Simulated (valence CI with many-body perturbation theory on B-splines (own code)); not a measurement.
**Valence orbitals of Cr XVIII**

Computed by configuration interaction combined with many-body perturbation theory (CI+MBPT): five valence electrons over a frozen Dirac-Fock core [He], a basis of 9 s, 9 p, 8 d, 6 f, 3 g, 1 h functions for each j, with the one-electron correlation potential Σ1, the two-electron term Σ2, the three-electron term Σ3, Breit, model QED; selected CI, second order for the rest (own B-spline code, finite nucleus).

No measured spectrum was set against this ion. As an estimate, levels of excited configurations hold to 0.05 to 0.15 % of their energy, terms of the ground configuration to about 0.5 %. Among the levels kept, up to 2000 cm⁻¹ of a level comes from second order outside the variational space, and about a tenth of that is noise between levels of different J, which matters for small intervals.

These are the spectroscopic orbitals of the CI (the correlating ones are not listed), shaped by the core and the other valence electrons. h is the expectation value of the core's Dirac-Fock operator, without the valence repulsion; Σ1 is computed up to l = 3 at one energy for each symmetry, that of its lowest orbital but kept below the first core excitation, so for empty shells it is not the orbital's own correlation shift; Breit and QED include the response of the core.

| Orbital | h (hartree) | Σ1 (cm⁻¹) | Breit (cm⁻¹) | QED (cm⁻¹) | ⟨r⟩ (bohr) |
| --- | --- | --- | --- | --- | --- |
| 2s1/2 | -63.086 | -1069 | 2994 | 2449 | 0.2755 |
| 3s1/2 | -27.423 | -234 | 779 | 655 | 0.6580 |
| 4s1/2 | -15.216 | -86.9 | 303 | 257 | 1.213 |
| 5s1/2 | -9.6631 | -42.1 | 150 | 127 | 1.931 |
| 2p1/2 | -61.383 | -2433 | 5703 | -153 | 0.2386 |
| 3p1/2 | -26.891 | -503 | 1472 | -40.9 | 0.6332 |
| 4p1/2 | -14.987 | -187 | 580 | -16.3 | 1.199 |
| 5p1/2 | -9.5451 | -90.5 | 288 | -8.1 | 1.928 |
| 2p3/2 | -60.951 | -2319 | 2549 | 37.3 | 0.2409 |
| 3p3/2 | -26.765 | -480 | 644 | 9.2 | 0.6365 |
| 4p3/2 | -14.935 | -178 | 252 | 3.6 | 1.203 |
| 5p3/2 | -9.5184 | -86.4 | 125 | 1.8 | 1.934 |
| 3d3/2 | -26.414 | -173 | 34.7 | -7.1 | 0.5573 |
| 4d3/2 | -14.788 | -73.5 | 18.7 | -2.8 | 1.135 |
| 5d3/2 | -9.4437 | -37.7 | 10.4 | -1.4 | 1.877 |
| 3d5/2 | -26.377 | -171 | 10.5 | 7.1 | 0.5583 |
| 4d5/2 | -14.773 | -72.2 | 5.6 | 3.0 | 1.136 |
| 5d5/2 | -9.4358 | -37.0 | 3.1 | 1.6 | 1.878 |
| 4f5/2 | -14.661 | -12.3 | 0.1 | -1.4 | 0.9948 |
| 5f5/2 | -9.3839 | -7.0 | 0.1 | -0.7 | 1.742 |
| 4f7/2 | -14.654 | -12.2 | 0.0 | 1.1 | 0.9954 |
| 5f7/2 | -9.3803 | -7.0 | 0.0 | 0.6 | 1.743 |
| 5g7/2 | -9.3651 |  | 0.0 | -0.4 | 1.526 |
| 5g9/2 | -9.363 |  | 0.0 | 0.3 | 1.527 |

Among the shells of the start configuration 2s2 2p3, Σ1 is largest in size for 2p1/2, where it is 0.018 % of h.

Lowest root of each symmetry, sizes in configuration state functions:

| J | Parity | Roots | Reference | Variational | Second order | Change by selected CI (cm⁻¹) | Change by second order (cm⁻¹) |
| --- | --- | --- | --- | --- | --- | --- | --- |
| 1/2 | even | 13 | 59 | 39998 | 970369 | -27243 | -67 |
| 3/2 | even | 17 | 86 | 40000 | 1819529 | -26788 | -326 |
| 5/2 | even | 15 | 79 | 39999 | 2151390 | -26578 | -590 |
| 7/2 | even | 7 | 46 | 39998 | 1950344 | -36902 | -506 |
| 9/2 | even | 3 | 22 | 40000 | 1318265 | -37532 | -140 |
| 1/2 | odd | 10 | 58 | 39997 | 734527 | -28389 | -32 |
| 3/2 | odd | 16 | 87 | 39987 | 1335946 | -25064 | -160 |
| 5/2 | odd | 10 | 72 | 39990 | 1384728 | -28839 | -192 |
| 7/2 | odd | 4 | 44 | 40000 | 1150644 | -35400 | -311 |
| 9/2 | odd | 1 | 17 | 33529 | 497146 | -24656 | -44 |
